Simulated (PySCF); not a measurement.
Geometry:
```csv
atom,x (Å),y (Å),z (Å)
F1,-2.348,1.537,-0.382
C2,-1.237,0.835,-0.194
C3,-0.048,1.388,0.107
C4,1.053,0.419,0.270
C5,0.788,-0.897,0.111
Si6,-1.028,-1.047,-0.294
H7,0.104,2.465,0.223
H8,2.052,0.796,0.516
H9,1.557,-1.664,0.218
H10,-1.852,-1.770,0.720
H11,-1.340,-1.586,-1.651
```

Geometry: PBE0-D3(BJ)/def2-SVP; GIAO shifts from PySCF, gas phase, non-relativistic, averaged over equivalent atoms.

At KT2/pcSseg-2 (293 basis functions, 49 s wall time on 1 thread of an Arm Neoverse V2, shared host):
```json
{"atoms": "F1", "δ (ppm)": "-143.0"}
{"atoms": "C2", "δ (ppm)": "180.8"}
{"atoms": "C4", "δ (ppm)": "149.6"}
{"atoms": "C3", "δ (ppm)": "124.0"}
{"atoms": "C5", "δ (ppm)": "111.6"}
{"atoms": "Si6", "δ (ppm)": "-68.7"}
{"atoms": "H8", "δ (ppm)": "7.10"}
{"atoms": "H7", "δ (ppm)": "6.43"}
{"atoms": "H9", "δ (ppm)": "5.45"}
{"atoms": "H10/H11", "δ (ppm)": "4.58"}
```

Chemical shifts δ = σref − σ; 19F (σ = 136.34 ppm) against CFCl3; TMS for 13C (σ = 182.28 ppm), 29Si (σ = 350.99 ppm), 1H (σ = 31.18 ppm), all at this level.

Problem. Predict the values at LC-wPBE/pcSseg-2 on the same geometry.

Solution. 
```
  atoms  δ at LC-wPBE/pcSseg-2  change
     F1                 -109.5   +33.5
     C2                  196.6   +15.8
     C4                  168.0   +18.4
     C3                  138.5   +14.5
     C5                  129.3   +17.7
    Si6                  -54.5   +14.2
     H8                   7.29   +0.19
     H7                   6.57   +0.14
     H9                   5.95   +0.50
H10/H11                   4.46   -0.12
```

Referencing at the same level of theory: 19F (σ = 203.63 ppm) against CFCl3; 13C (σ = 188.30 ppm) and 29Si (σ = 346.67 ppm) and 1H (σ = 31.32 ppm) vs TMS.

The largest change is at F1 (vinylic fluorine). Cost: 293 basis functions, 72 s wall time on 1 thread of an Arm Neoverse V1, shared host. The order of the carbon signals is the same at both levels.

Unscaled 19F shifts against computed CFCl3 carry errors that often reach 10 to 50 ppm.
